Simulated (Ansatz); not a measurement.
`CN(C)[Si]Br` and `CN(C)[Si]F` differ in one element.

Ansatz, PBE0-D4/def2-TZVP geometries, multiplicity 1. Each molecule was computed in one conformer, which needn't be the lowest.

Scalar relativity is left out up to krypton.

```
                                                                                  property  `CN(C)[Si]Br`
                                                      HOMO–LUMO gap (PBE0/def2-TZVPP) / eV           5.31
                                            zero-point energy (PBE0-D4/def2-TZVP) / kJ/mol          221.3
                                        size of the dipole moment (ωB97M-V/def2-TZVPP) / D           3.24
                                                        LUMO energy (PBE0/def2-TZVPP) / eV          -1.58
ideal-gas entropy at 298 K and 1 bar (rigid rotor, harmonic PBE0-D4/def2-TZVP) / J/(mol·K)            354
                                                       LUMO energy (B3LYP/def2-TZVPP) / eV          -1.75
```

**Question.** What does the change do to each property? (An estimate is asked.)

**Answer.** Ansatz gave: 
```json
{"property": "HOMO–LUMO gap (PBE0/def2-TZVPP) / eV", "`CN(C)[Si]F`": "5.95", "shift": "0.64"}
{"property": "zero-point energy (PBE0-D4/def2-TZVP) / kJ/mol", "`CN(C)[Si]F`": "224.8", "shift": "3.5"}
{"property": "size of the dipole moment (ωB97M-V/def2-TZVPP) / D", "`CN(C)[Si]F`": "2.39", "shift": "-0.85"}
{"property": "LUMO energy (PBE0/def2-TZVPP) / eV", "`CN(C)[Si]F`": "-1.07", "shift": "0.51"}
{"property": "ideal-gas entropy at 298 K and 1 bar (rigid rotor, harmonic PBE0-D4/def2-TZVP) / J/(mol·K)", "`CN(C)[Si]F`": "330", "shift": "-24"}
{"property": "LUMO energy (B3LYP/def2-TZVPP) / eV", "`CN(C)[Si]F`": "-1.26", "shift": "0.49"}
```

With PBE0 the HOMO falls by 0.12 eV and the LUMO rises by 0.51 eV, so the gap widens by about 0.63 eV. PBE moves the HOMO by -0.04 eV and ωB97M-V by -0.22 eV. Dipoles are sizes alone; their direction can turn.

B3LYP here is the variant with VWN-RPA as its local correlation; programs differ in this.

Spin–orbit coupling is left out; it splits and shifts lone-pair levels of the heavy atoms by tenths of an eV.
